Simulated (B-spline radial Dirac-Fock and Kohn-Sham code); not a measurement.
# Subshell cross sections of Re³⁺, photon energy 4090 eV

System: the Re³⁺ ion in the configuration [Xe] 4f14 5d4.

The run's input, task.json:

```json
{"items": [{
  "Z": 75,
  "q": 3,
  "cfg": [[1, 0, 2], [2, 0, 2], [2, 1, 6], [3, 0, 2], [3, 1, 6], [3, 2, 10], [4, 0, 2], [4, 1, 6], [4, 2, 10], [4, 3, 14], [5, 0, 2], [5, 1, 6], [5, 2, 4]],
  "A": 187,
  "rrms": 5.3698,
  "do": ["binding", "quiet", "photo"],
  "hv": [41.6, 49.0, 63.4, 129.0, 136.0, 214.0, 251.0, 521.0, 1210.0, 2340.0, 4090.0, 4480.0, 4970.0, 7540.0, 12300.0, 15400.0, 29200.0, 42800.0, 70500.0, 74600.0, 101000.0, 105000.0]
}]}
```

Run with: `python xray_run.py task.json out`

Calculated with a radial B-spline solver, using independent-particle photoionisation in a Dirac-Hartree-Slater potential with a Latter tail, all multipoles, thresholds from Dirac-Fock ΔSCF. The asymmetry parameter β is from the dipole term alone. Kinetic energies are from the vacuum level. Open shells are spread statistically over j, without multiplet splitting.

The last column is dσ/dΩ = σ/(4π) · [1 + β P₂(cos θ)] at θ = 90° from the polarisation vector of linearly polarised light.

```
subshell  electrons  binding (eV)  kinetic (eV)  σ (kb)     β  dσ/dΩ (kb/sr)
      3s          2        2981.9        1108.1    17.4  1.92         0.0543
   3p1/2          2        2727.3        1362.7    25.2  1.49          0.513
   3p3/2          4        2414.4        1675.6    53.4  1.55          0.946
   3d3/2          4        1992.5        2097.5    58.3  1.23           1.80
   3d5/2          6        1925.9        2164.1    80.3  1.22           2.50
      4s          2         673.6        3416.4    5.19  1.94         0.0131
   4p1/2          2         567.0        3523.0    6.39  1.69         0.0794
   4p3/2          4         493.9        3596.1    12.4  1.74          0.129
   4d3/2          4         318.8        3771.2    9.68  1.37          0.241
   4d5/2          6         305.3        3784.7    13.2  1.30          0.367
   4f5/2          6         83.21        4006.8    1.88  0.94         0.0795
   4f7/2          8         80.82        4009.2    2.34  0.91          0.101
      5s          2         128.0        3962.0    1.01  1.94        0.00245
   5p1/2          2         93.08        3996.9    1.04  1.71         0.0122
   5p3/2          4         81.87        4008.1    1.94  1.76         0.0187
   5d3/2        1.6         38.62        4051.4   0.342  1.39        0.00835
   5d5/2        2.4         37.62        4052.4   0.458  1.31         0.0126
```

Branching ratios of the spin-orbit partners (statistical value in brackets): 3p 2.11 (2.00), 3d 1.38 (1.50), 4p 1.94 (2.00), 4d 1.37 (1.50), 4f 1.24 (1.33), 5p 1.85 (2.00), 5d 1.34 (1.50).

Run: 13 s of CPU time on 1 thread of Neoverse-N1 (shared host), peak memory 0.47 GiB.
